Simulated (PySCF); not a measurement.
## RbB: from constants to spectrum

LDA constants of RbB, ³Π (triplet), unpaired electrons σ ↑, π ↑ (basis Rb x2c-TZVPPall, B x2c-TZVPPall; spin-free X2C with a Gaussian nucleus; PySCF 2.14; masses 84.9118 and 11.0093 u):

```
ωe           : 249.4 cm⁻¹
ωexe         : 2.04 cm⁻¹
Be           : 0.20455 cm⁻¹
αe           : 0.00214 cm⁻¹
De to Rb + B : 1.28 eV
```

**Question.** What force constant and bond length do these constants imply?

**Answer.** Reduced mass μred = 9.7457 u; k = 5.8918×10⁻⁷·μred·ωe² (u, cm⁻¹, mdyn/Å) = 0.357 mdyn/Å; Re = √(16.8576/(μred·Be)) (u, cm⁻¹, Å) = 2.908 Å.

**Question.** Estimate the centrifugal constant D from the Kratzer relation and find the Dunham coefficient a1.

**Answer.** D = 4Be³/ωe² = 5.5e-07 cm⁻¹; a1 = −1 − αeωe/(6Be²) = -3.13.

Spin–orbit coupling is left out. The state is the lowest determinant that a PBE0 search found; another state may lie lower at other levels.
